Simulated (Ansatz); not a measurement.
Isolated molecules relaxed with PBE0-D4/def2-TZVP in Ansatz; ΔE leaves out vibrations. CCSD(T)/CBS is the MP2 limit (def2-TZVPP, def2-QZVPP) plus CCSD(T) − MP2 in def2-TZVPP, frozen cores. DFT in def2-TZVPP. For Ge outer-core shells are correlated without core-valence functions, which leaves a few kJ/mol of doubt a bond. Scalar relativity is left out up to krypton.

Reaction (redistribution): `[GeH3][O][GeH3]` + `[F][Ge]([F])([F])[SiH3]` → `[F][Ge]([F])([F])[GeH3]` + `[SiH3][O][GeH3]`

```csv
level,ΔE (kJ/mol)
PBE0-D4,-80.8
B2PLYP,-84.6
PBE-QIDH,-83.2
LC-ωPBE,-81.5
CCSD/def2-SVP,-71.9
CCSD(T)/def2-SVP,-70.1
CCSD(T)/def2-TZVPP,-81.9
MP2/def2-QZVPP,-86.6
```

Q: What does CCSD(T)/CBS give? (Estimate.)

A: The calculation gave: -84.0 kJ/mol. The listed levels differ from it by 3.2, -0.6, 0.8, 2.5, 12.1, 13.9, 2.1, -2.6 kJ/mol.

Largest T1 diagnostic among the species: 0.013.

At CCSD(T), def2-SVP lies +13.9 kJ/mol from the extrapolated value and def2-TZVPP +2.1 kJ/mol. From BLYP to BHLYP (50 % exact exchange), in def2-TZVPP and without D4, ΔE moves by −7.4 kJ/mol. In def2-TZVPP, CCSD(T) changes the Hartree–Fock value by +6.3 kJ/mol (the triples alone add +2.2 kJ/mol) and MP2 by +3.3 kJ/mol.
